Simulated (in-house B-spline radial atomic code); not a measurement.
Results of a calculation; reference values are marked as such.
**Hot electrons crossing n-type InAs, n = 4.97e16 cm⁻³: losses to the electron gas**

For InAs the NSM archive of the Ioffe Institute lists m* = 0.023 m0, ε = 15.15 and an optical phonon energy of 30 meV.

The electrons form a uniform gas at zero temperature with Lindhard's dielectric function (RPA). An added electron of energy E, from the band bottom, collides once per mean free path λ, with 1/λ = (1/πE) ∫dω ∫dq/q Im(−1/ε(q, ω)), in atomic (or effective) units, with ω up to E − E_F and q between √(2E) ∓ √(2(E − ω)); electron-hole pairs and the plasmon pole are integrated apart. No exchange between the two electrons. One parabolic band and the static dielectric constant; phonons, their coupling to plasmons and impurity scattering are left out.

**Question.** Find the scales.

**Answer.** a* = 34.86 nm and Ha* = 2.727 meV, and this density means r_s = 0.484. k_F = 1.91916/r_s = 3.9652, so E_F = 21.4 meV, and the zero-temperature picture needs T well below 250 K. ω_p = √(3/r_s³) = 5.144 Ha* = 14 meV, 0.47 times the phonon energy. Plasmon emission opens at E − E_F = 21.7 meV.

```
E − E_F (meV)  λ (nm)  share of plasmon losses  lifetime (fs)
         10.7    1880                     0.00           2680
         16.1    1090                     0.00           1440
         21.4     705                     0.00            870
         27.9     354                     0.27            408
         34.3     311                     0.33            337
         42.9     300                     0.37            302
         53.6     306                     0.41            285
         68.6     326                     0.45            278
```

**Question.** Electrons are injected 53.6 meV above E_F into a base 30 nm thick. What share crosses without exciting the gas, and how long does the crossing take?

**Answer.** exp(−30/306) = 0.907. The speed is √(2E) = 7.418 in units of Ha* a*/ħ, or 1.07 nm/fs, so the transit takes 28 fs, against a lifetime of 285 fs. Phonon and impurity scattering lower the share further.
